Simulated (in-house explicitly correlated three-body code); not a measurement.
Computed with an exponentially correlated three-body code. Model: two electrons around a point charge, non-relativistic, variational in 260 exponentially correlated functions (energies converged to about 1e-7 hartree, or 1e-8 relative for large Z).

Command:
```bash
python run_hyl.py task.json out
```
Settings (lengths in bohr, energies in hartree):
```
Z                      2.5
screening              1
interaction_strength   1
functions              260
states_tried           1
```

Run time, properties included: 6.2 s on 1 thread of Intel(R) Xeon(R) Platinum 8488C (Sapphire Rapids), with other jobs on the host.

**Ground state only, binding against the one-electron ion.**

Given: nuclear charge 2.5; Yukawa screening of all interactions 1 1/bohr.

Computed: one-electron threshold -1.23985052 hartree.

```csv
term,energy (hartree),binding (eV)
1 1S,-1.85524728,16.746
```

**Converged states only, values per electron or pair (inverse distances are <exp(-kr)/r>).**

```csv
term,mean r (bohr),mean r squared (bohr²),mean inverse r (1/bohr),mean r12 (bohr),mean inverse r12 (1/bohr),mean cosine,mean p1 dot p2 (bohr⁻²),delta r1 (bohr⁻³),delta r12 (bohr⁻³)
1 1S,0.81817,0.95307,1.2696,1.2441,0.5085,-0.042493,0.14461,3.1229,0.19015
```
